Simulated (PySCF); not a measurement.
CuHF + H₂O → HCu(OH) + HF

Level: PBE0 in the def2-TZVP basis family, all electrons, no relativity, computed in PySCF with density fitting; open shells unrestricted.

| species | state and structure | ZPE (kJ/mol) | H(298 K) − H(0) (kJ/mol) | S° (J/(mol K)) |
| --- | --- | --- | --- | --- |
| CuHF | doublet, C∞v, Cu–F 1.754 Å, Cu–H 1.483 Å; F–Cu–H 180.0° | 21.6 | 10.3 | 238.5 |
| H₂O | singlet, C2v, O–H 0.960 Å (×2); H–O–H 105.1° | 56.5 | 9.9 | 188.7 |
| HCu(OH) | doublet, C1, Cu–H 1.495 Å, Cu–O 1.769 Å, O–H 0.962 Å; Cu–O–H 115.7°, H–Cu–O 139.3° | 47.3 | 12.1 | 262.5 |
| HF | singlet, C∞v, H–F 0.920 Å | 24.9 | 8.7 | 173.6 |

(1) Is the gas-phase reaction uphill or downhill in electronic energy at this level, and by how much?

(2) Add zero-point, thermal and entropy terms for 298.15 K and 1 bar.

Answers

(1) At PBE0/def2-TZVP, ΔE = 32.0 kJ/mol, uphill. 

(2) ΔZPE = -5.9 and Δ[H(298) − H(0)] = 0.6 kJ/mol give ΔH° = 26.7 kJ/mol. ΔS° = 8.9 J/(mol K), so ΔG° = 26.7 − 298.15 × (0.0089) = 24 kJ/mol and log₁₀K = -4.2.

Open d or f shells are single determinants, so the state found may not be the ground state. Only the bonding shown was studied: isomers, or loss of a ligand pair, can lie lower.
